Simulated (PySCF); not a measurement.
Cl3NbO, multiplicity 1. Atoms are numbered in the order given.

```xyz
5

Nb     0.0000     0.0000    -0.2244
O      0.0000     0.0000    -1.9109
Cl     1.8917     1.0922     0.4801
Cl    -1.8917     1.0922     0.4801
Cl     0.0000    -2.1844     0.4801
```

Geometry: B3LYP-D3(BJ)/def2-SVP. The multiplicity is an assumed one; other spin states were not compared. The isomer is the one that the SMILES or the coordinates give; other isomers of the formula were not compared. The def2 effective core potentials stand for the cores of Nb; spin–orbit coupling is left out.

Level of theory: TDDFT-LC-ωPBE/def2-SVPD in PySCF.

Vertical excitations; the highest root listed may be one member of a degenerate set. Isolated molecule, no solvent. State labels are in the subgroup Cs.

### Question
Give excitation energies, oscillator strengths and character. (An estimate is asked for; the answer gives what the named calculation found.)

### Answer

```tsv
state	symmetry	energy (eV)	λ (nm)	f	main pairs
S1	A"	5.15	241	0.000	HOMO−1→LUMO 46 %, HOMO−2→LUMO+1 46 %
S2	A"	5.29	235	0.002	HOMO−2→LUMO+1, HOMO−1→LUMO, HOMO−3→LUMO (degenerate set)
S3	A'	5.29	235	0.001	HOMO−2→LUMO, HOMO−1→LUMO+1, HOMO−3→LUMO+1 (degenerate set)
S4	A'	5.55	224	0.004	HOMO−1→LUMO+1 46 %, HOMO−2→LUMO 46 %
S5	A"	5.66	219	0.004	HOMO−3→LUMO, HOMO→LUMO+1 (degenerate set)
S6	A'	5.66	219	0.004	HOMO−3→LUMO+1, HOMO→LUMO (degenerate set)
S7	A"	5.82	213	0.047	HOMO→LUMO+1, HOMO−3→LUMO (degenerate set)
S8	A'	5.82	213	0.047	HOMO→LUMO, HOMO−3→LUMO+1 (degenerate set)
S9	A'	6.10	203	0.002	HOMO−5→LUMO 46 %, HOMO−4→LUMO+1 46 %
S10	A"	6.12	203	0.000	HOMO−4→LUMO 37 %, HOMO−5→LUMO+1 37 %, HOMO−8→LUMO+1 6 %, HOMO−7→LUMO 6 %
T1	A"	5.03	246	0	HOMO−1→LUMO 48 %, HOMO−2→LUMO+1 47 %
T2	A'	5.04	246	0	HOMO−2→LUMO, HOMO−1→LUMO+1, HOMO→LUMO, HOMO−3→LUMO+1 (degenerate set)
T3	A"	5.04	246	0	HOMO−2→LUMO+1, HOMO−1→LUMO, HOMO→LUMO+1, HOMO−3→LUMO (degenerate set)
T4	A'	5.10	243	0	HOMO−1→LUMO+1 31 %, HOMO−2→LUMO 31 %
```
Triplets are in the Tamm–Dancoff approximation, which puts them higher than full response would, so one can lie above its singlet here.
